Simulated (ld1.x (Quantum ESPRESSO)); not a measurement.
Ranking ultrasoft potentials for manganese

All share these settings but for the change named:

- Element: manganese
- Generator: ld1.x (Quantum ESPRESSO) 7.5
- Type: ultrasoft
- Functional: PBE
- Relativity: non-relativistic
- Frozen core: [Ar]
- Valence charge: 7
- Reference configuration: 3d5 4s2 4p0
- Partial waves: 4s (bound): rcut 2.60, rcutus 2.85 bohr; 4s channel at 2.15 Ry: rcut 2.60, rcutus 2.85 bohr; 4p (bound, empty): rcut 2.55, rcutus 2.80 bohr; 4p channel at 1.15 Ry: rcut 2.55, rcutus 2.80 bohr; 3d (bound): rcut 1.55, rcutus 1.85 bohr; 3d channel at 2.25 Ry: rcut 1.55, rcutus 1.85 bohr
- Local potential: all-electron potential smoothed inside 2.05 bohr (lloc = -1)
- Core correction: none
- Augmentation charge: PSQ, radius 1.20 bohr

Test errors are all-electron minus pseudo excitation energies from the reference, over 3d5 4s1 4p0; 3d5 4s0 4p0; 3d4 4s0 4p0; 3d5 4s1 4p1; 3d3 4s0 4p0; 3d5 4s0 4p1; 3d6 4s1 4p0. None of these files shows a bound ghost.

The base gives 1437.5 meV.

Of 8 variants that were run, those that failed, showed a ghost or another fault, or gave nearly equal values are left out.

Problem. Rank these variants by their largest absolute test error, smallest first.
A. core correction a·sin(br)/r model core inside 1.16 bohr
B. core correction a·sin(br)/r model core inside 2.26 bohr
C. core correction a·sin(br)/r model core inside 1.84 bohr

Solution. B (1698.6 meV), C (2076.0 meV), A (2661.7 meV).
